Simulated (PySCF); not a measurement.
Dissociation curve of CF, doublet.

Methods: ROKS-PBE = restricted open-shell PBE/cc-pVDZ run with PySCF; UKS-PBE = unrestricted PBE/cc-pVDZ (PySCF 2.14.0); UKS-TPSSh = PySCF 2.14.0 with unrestricted TPSSh/cc-pVDZ; UCCSD(T) = CCSD(T) on UHF/cc-pVDZ, 2 core orbitals frozen (PySCF 2.14.0).

Energies relative to the lowest point of each curve near equilibrium, in mEh; the last columns give the difference from UCCSD(T):

```
R / Å  ROKS-PBE  UKS-PBE  UKS-TPSSh  UCCSD(T)  ROKS-PBE − UCCSD(T)  UKS-PBE − UCCSD(T)  UKS-TPSSh − UCCSD(T)
-----  --------  -------  ---------  --------  -------------------  ------------------  --------------------
1.01      134.7    135.0      132.9     135.2                 -0.4                -0.2                  -2.3
1.07       71.3     71.5       69.9      71.0                  0.3                 0.5                  -1.1
1.14       28.4     28.5       27.4      27.7                  0.7                 0.8                  -0.3
1.18       14.3     14.4       13.5      13.6                  0.7                 0.8                  -0.1
1.22        5.6      5.7        5.1       5.1                  0.6                 0.6                   0.0
1.27        0.6      0.7        0.4       0.4                  0.2                 0.3                   0.1
1.30        0.0      0.0        0.0       0.0                  0.0                 0.0                   0.0
1.33        0.7      0.7        0.9       1.0                 -0.3                -0.3                  -0.1
1.39        5.4      5.4        6.0       6.3                 -0.9                -1.0                  -0.3
1.48       17.6     17.5       18.9      19.6                 -2.0                -2.0                  -0.7
1.59       37.1     37.0       39.2      40.2                 -3.1                -3.2                  -1.0
1.73       64.4     64.2       67.5      68.8                 -4.4                -4.5                  -1.2
```

ROKS-PBE is furthest from UCCSD(T) at 1.73 (-4.4 mEh, below); its mean absolute difference over the points is 1.1 mEh.

UKS-PBE is furthest from UCCSD(T) at 1.73 (-4.5 mEh, below); its mean absolute difference over the points is 1.2 mEh.

UKS-TPSSh is furthest from UCCSD(T) at 1.01 (-2.3 mEh, below); its mean absolute difference over the points is 0.6 mEh.

The scan ran from 1.01 to 5.04 Å; beyond the distances shown one of the unrestricted levels run for this scan, shown here or not, changes its spin distribution in one step.
